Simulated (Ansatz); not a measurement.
FHTe (SMILES F[TeH]), charge 0, multiplicity 1, relaxed at each level with Ansatz (an electronic-structure program); harmonic frequencies from differences of analytic forces, average atomic masses, frozen cores. Elements past Kr take the def2 small-core potentials, without spin–orbit coupling.

```
level               Te1–H2 (Å)  Te1–F3 (Å)  H2–Te1–F3 (°)  dipole (D)
------------------  ----------  ----------  -------------  ----------
HF/def2-TZVPP           1.6446      1.8773           93.3        2.44
PBE/def2-TZVPP          1.6802      1.9402           93.6        2.21
r2SCAN/def2-TZVPP       1.6642      1.9169           93.3        2.17
B3LYP/def2-TZVPP        1.6679      1.9280           93.4        2.37
PBE0/def2-TZVPP         1.6623      1.9098           93.3        2.25
wB97X-V/def2-TZVPP      1.6544      1.9092           93.3        2.32
MP2/def2-TZVPP          1.6532      1.9129           93.5        2.29
CCSD(T)/def2-SVP        1.6686      1.9558           93.5        2.61
CCSD(T)/def2-TZVPP      1.6636      1.9137           93.3        2.29
```
